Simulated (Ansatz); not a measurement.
Basis-set extrapolation for ClFH3NSSi2 (`N[Si@@H]1S[Si@]1(F)Cl`) (PBE0-D4/def2-TZVP geometry, frozen core, Ansatz). Multiplicity 1, RHF reference.

```csv
,def2-TZVPP,def2-QZVPP
HF,-1590.836272,-1590.885553
MP2 correlation,-1.046755,-1.141678
CCSD(T) correlation,-1.140497,not run
```

Energies in hartree. Use E(X) = E(∞) + A·exp(−7.88·√X) for Hartree–Fock and E(X) = E(∞) + B·X^(−2.97) for correlation, with X = 3 and 4, and add CCSD(T) minus MP2 of the smaller set to the MP2 limit.

**Question.** What is the CCSD(T) energy at the basis-set limit?

**Answer.** HF limit: -1590.885553 + (-0.049281) × 0.13774 = -1590.89234. MP2 limit: -1.141678 + (-0.094923) × 0.74074 = -1.21199. Higher-order term: -1.140497 − (-1.046755) = -0.09374. Total: -1592.19807 hartree, 6.02 eV below CCSD(T)/def2-TZVPP.
